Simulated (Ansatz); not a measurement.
Computed with Ansatz on PBE0-D4/def2-TZVP structures; ΔE is electronic, products minus reactants. CCSD(T)/CBS adds triple-zeta CCSD(T) − MP2 to the extrapolated MP2 energy (def2 sets, frozen cores). This one scheme is used for every species. DFT in def2-TZVPP. B3LYP here is the variant with VWN-RPA as its local correlation; programs differ in this. One conformer a species, not always the lowest.

`CCCBS` + HCl → `CCCCl` + `BS`  (substitution at a C–B bond)

```tsv
level	ΔE (kcal/mol)	difference from CCSD(T)/CBS
B3LYP-D4	12.4	-0.8
ωB97X-V	12.4	-0.8
B2PLYP	11.7	-1.5
B3LYP	10.7	-2.5
HF/def2-TZVPP	9.3	-3.9
SCS-MP2/def2-TZVPP	12.4	-0.8
CCSD/def2-TZVPP	13.3	0.1
CCSD(T)/def2-TZVPP	13.5	0.3
SCS-MP2/def2-QZVPP	12.3	-0.9
CCSD/CBS(def2)	13.0	-0.2
CCSD(T)/CBS	13.2	0
```

Largest T1 diagnostic among the species: 0.015.

The D4 term adds +1.7 kcal/mol with B3LYP and +1.0 kcal/mol with PBE0; it sums over pairs of atoms, weighted by their polarisabilities, and B3LYP, whose exchange is more repulsive, gets the larger term. In def2-TZVPP, CCSD(T) changes the Hartree–Fock value by +4.2 kcal/mol (the triples alone add +0.2 kcal/mol) and MP2 by +4.6 kcal/mol.
